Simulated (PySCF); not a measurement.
## A survey of ¹⁵N NMR shifts

Calculated, not measured (PySCF 2.14.0 with density-fitted response routines): σ from GIAO-PBE0/pcSseg-1, geometry from GFN2-xTB. Isolated molecule, one averaged value for each set of equivalent atoms, one conformer, no relativistic terms.

Shieldings were converted by a linear fit to measured shifts: ¹⁵N: δ = -148.07 − 0.921σ (rms 6.3 ppm, 71 shifts vs CH3NO2, solution or neat liquid). Occasional misses reach two or three times the rms, and more in compound classes unlike the fitted ones.

Question: Give the ¹⁵N shifts of `C#C[SiH2]NC(CN)CN`, `N#CC1=C[C@@H]2C(C#N)=C[C@H]12`, `CC(C)NNC(C)C`, `C/C(CC#N)=C(/C#N)C(F)(F)F`, `CCCN(N)C(C)C`, `CC(C)c1cnc(Cl)cp1`.

Answer: 
| compound | environment | δ (ppm) |
| --- | --- | --- |
| [CH:1]#[C:2][SiH2:3][NH:4][CH:5]([CH2:6][NH2:7])[CH2:8][NH2:9] | N4: nitrogen bonded to C, Si, H | -360.7 |
| [CH:1]#[C:2][SiH2:3][NH:4][CH:5]([CH2:6][NH2:7])[CH2:8][NH2:9] | N7/9: amine nitrogen (×2) | -360.8 |
| N#CC1=C[C@@H]2C(C#N)=C[C@H]12 | nitrile nitrogen (×2) | -84.7 |
| CC(C)NNC(C)C | nitrogen bonded to O or N (×2) | -273.2 |
| [CH3:1]/[C:2]([CH2:3][C:4]#[N:5])=[C:6](/[C:7]#[N:8])[C:9]([F:10])([F:11])[F:12] | N8: nitrile nitrogen | -84.3 |
| [CH3:1]/[C:2]([CH2:3][C:4]#[N:5])=[C:6](/[C:7]#[N:8])[C:9]([F:10])([F:11])[F:12] | N5: nitrile nitrogen | -111.8 |
| [CH3:1][CH2:2][CH2:3][N:4]([NH2:5])[CH:6]([CH3:7])[CH3:8] | N4: nitrogen bonded to O or N | -310.6 |
| [CH3:1][CH2:2][CH2:3][N:4]([NH2:5])[CH:6]([CH3:7])[CH3:8] | N5: nitrogen bonded to O or N | -320.2 |
| CC(C)c1cnc(Cl)cp1 | pyridine-type ring nitrogen | -66.6 |
